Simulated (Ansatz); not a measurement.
Species: C$_{3}$H$_{5}$O, charge -1, multiplicity 1. It need not be the lowest isomer of its formula. Whether it binds its extra electron was not tested at this geometry. 
Structure (B3LYP-D3(BJ)/def2-TZVP (Ansatz, an electronic-structure program) minimum search):
```
C
C 1 1.3784
O 2 1.2686 1 129.79
H 1 1.0870 2 118.29 3 -180.00
H 2 1.1244 3 117.36 1 -180.00
C 1 1.5005 4 119.27 2 180.00
H 6 1.0935 1 108.31 4 -180.00
H 6 1.1035 7 107.24 1 123.35
H 6 1.1035 7 107.24 8 113.30
```
Charge -1, spin multiplicity 1.

Parts of the frozen-core correlation energy in aug-cc-pVTZ (Ansatz, hartree). Frozen orbitals: 4; correlated occupied orbitals by spin: 12 and 12; virtual: 283 and 283. No spin-orbit coupling. Non-relativistic.

```tsv
term	value
reference (HF)	-191.41284
MP2 opposite-spin	[?]
MP2 same-spin	[?]
CCSD correlation	[?]
(T)	-0.03748
T1 diagnostic	0.016
largest doubles amplitude	0.031
```

Task: Some entries are withheld; supply them.

Result: 
- MP2 opposite-spin, value: -0.58693
- MP2 same-spin, value: -0.18813
- CCSD correlation, value: -0.79367
